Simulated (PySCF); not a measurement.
**Relaxation of singlet AgI₃**

These are results of PySCF, PBE0, basis Ag def2-SVP with ECP28, I def2-SVP with ECP28 (scalar-relativistic core potentials, no spin–orbit coupling, density fitting), not measurements. A (50,194) grid was used.

A start at or just off a symmetric point, pushed along the force that breaks its symmetry, of C2v symmetry, free to break it:

Coordinates in bohr (charge 0 multiplicity 1):
```
Ag   -0.0474    0.0821    0.0000
I     4.9279   -0.0663    0.0000
I    -2.4796    4.2970    0.0000
I    -2.4084   -4.2998    0.0000
```

Question: What forces act on the atoms at the start (eV/Å)?

Answer: 
```json
{"atom": "Ag1", "Fx": "-0.08", "Fy": "0.11", "Fz": "0.00"}
{"atom": "I2", "Fx": "-0.23", "Fy": "-0.44", "Fz": "0.00"}
{"atom": "I3", "Fx": "-0.18", "Fy": "0.32", "Fz": "0.00"}
{"atom": "I4", "Fx": "0.49", "Fy": "0.00", "Fz": "0.00"}
```

Question: What does it relax to?

Answer: It ends at Cs with Ag–I 2.590 Å, Ag–I 2.853 Å, Ag–I 2.972 Å, I–I 2.760 Å; Ag–I–I 59.5°, Ag–I–I 63.9°, I–Ag–I 56.5°, I–Ag–I 145.7°, I–Ag–I 157.7° (after a last refinement on a finer grid). A frequency run shows a minimum. Other isomers or separated fragments may lie lower.

Question: How much energy is released, and in how many steps?

Answer: 96.2 kJ/mol in 16 steps.

Stability towards spin polarisation was not tested.

The relaxation took of the order of 5 core-minutes on a shared host.
